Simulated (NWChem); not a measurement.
System: BeNH$_{3}$S; SMILES [NH2][Be][SH]

NWChem input:

```
start job
memory heap 200 mb stack 900 mb global 1100 mb
geometry units angstroms noautoz
  Be     0.029994    -0.593588     0.000229
  N      0.009751    -2.093028     0.001672
  H      0.003503    -2.677186    -0.825511
  H      0.009874    -2.675198     0.830284
  S      0.103539     1.320622    -0.001298
  H     -1.239760     1.481299     0.003728
end
basis spherical
  * library def2-svp
end
dft
  xc slater vwn_5
  iterations 150
end
tddft
  cis
  nroots 8
end
task tddft energy
```

Excerpt of the output:

```
             Northwest Computational Chemistry Package (NWChem) 7.3.0
             --------------------------------------------------------

 CS  symmetry detected

                             Geometry "geometry" -> ""
                             -------------------------

 Output coordinates in angstroms (scale by  1.889725989 to convert to a.u.)

  No.       Tag          Charge          X              Y              Z
 ---- ---------------- ---------- -------------- -------------- --------------
    1 Be                   4.0000     0.01776492    -0.60117600     0.00000000
    2 N                    7.0000     0.01843446    -2.10075317     0.00000000
    3 H                    1.0000     0.02350421    -2.68390355    -0.82790414
    4 H                    1.0000     0.02350421    -2.68390355     0.82790414
    5 S                   16.0000     0.06460645     1.31387411     0.00000000
    6 H                    1.0000    -1.28081256     1.45579750     0.00000000

 Effective nuclear repulsion energy (a.u.)      66.9338375400

      Symmetry information
      --------------------

 Group name             Cs
 Group number              2
 Group order               2
 No. of unique centers     5

                                 NWChem DFT Module
                                 -----------------

 Summary of "ao basis" -> "ao basis" (spherical)
 ------------------------------------------------------------------------------
       Tag                 Description            Shells   Functions and Types
 ---------------- ------------------------------  ------  ---------------------
 Be                         def2-svp                 5        9   3s2p
 N                          def2-svp                 6       14   3s2p1d
 H                          def2-svp                 3        5   2s1p
 S                          def2-svp                 8       18   4s3p1d

      Symmetry analysis of basis
      --------------------------

        a'         39
        a"         17

[...]

                                NWChem TDDFT Module
                                -------------------

            General Information
            -------------------
           No. of orbitals :     112
            Alpha orbitals :      56
             Beta orbitals :      56
        Alpha frozen cores :       0
         Beta frozen cores :       0
     Alpha frozen virtuals :       0
      Beta frozen virtuals :       0
         Spin multiplicity :       1
    Number of AO functions :      56
        Use of symmetry is : off
      Symmetry adaption is : on
         Schwarz screening :  0.10D-07

              XC Information
              --------------
                 Slater Exchange Functional   1.00 local
               VWN V Correlation Functional   1.00 local

             TDDFT Information
             -----------------
          Calculation type : Tamm-Dancoff TDDFT
         Wavefunction type : Restricted singlets & triplets
          No. of electrons :      30
           Alpha electrons :      15
            Beta electrons :      15
              No. of roots :       8
          Max subspacesize :    5600
            Max iterations :     100
               Target root :       1
           Target symmetry : none
      Symmetry restriction : off
                 Algorithm : Optimal
        Davidson threshold :  0.10D-03

    8 smallest eigenvalue differences (eV)
--------------------------------------------------------
  No. Spin  Occ  Vir  Irrep   E(Occ)    E(Vir)   E(Diff)
--------------------------------------------------------
    1    1   15   16 a"       -0.225    -0.025     5.431
    2    1   14   16 a'       -0.226    -0.025     5.457
    3    1   15   17 a'       -0.225    -0.013     5.753
    4    1   14   17 a"       -0.226    -0.013     5.779
    5    1   15   18 a"       -0.225    -0.006     5.943
    6    1   14   18 a'       -0.226    -0.006     5.970
    7    1   13   16 a'       -0.278    -0.025     6.878
    8    1   15   19 a"       -0.225     0.029     6.911
--------------------------------------------------------

  Entering Davidson iterations
  Restricted singlet excited states

  Iter   NTrls   NConv    DeltaV     DeltaE      Time
  ----  ------  ------  ---------  ---------  ---------
    1      8       0     0.18E+00   0.10+100        0.8
    2     16       0     0.69E-01   0.30E-01        0.8
    3     24       1     0.34E-01   0.16E-01        0.8
    4     31       4     0.41E-02   0.15E-02        0.7
    5     35       5     0.32E-03   0.17E-04        0.6
    6     38       8     0.33E-04   0.13E-06        0.6
  ----  ------  ------  ---------  ---------  ---------
  Convergence criterion met

  Ground state a'       -467.347862087505 a.u.

  ----------------------------------------------------------------------------
  Root   1 singlet a"             0.204576507 a.u.                5.5668 eV
  ----------------------------------------------------------------------------
     Transition Moments    X  0.00000   Y -0.00000   Z -0.65176
     Dipole Oscillator Strength                    0.0579348775
     Electric Quadrupole                           0.0000000125
     Magnetic Dipole                               0.0000004261
     Total Oscillator Strength                     0.0579353160

[...]
```

Level: LDA (Slater exchange, VWN5)/def2-SVP, TDA. All runs use the structure optimised with B3LYP/6-31G* (spherical d).
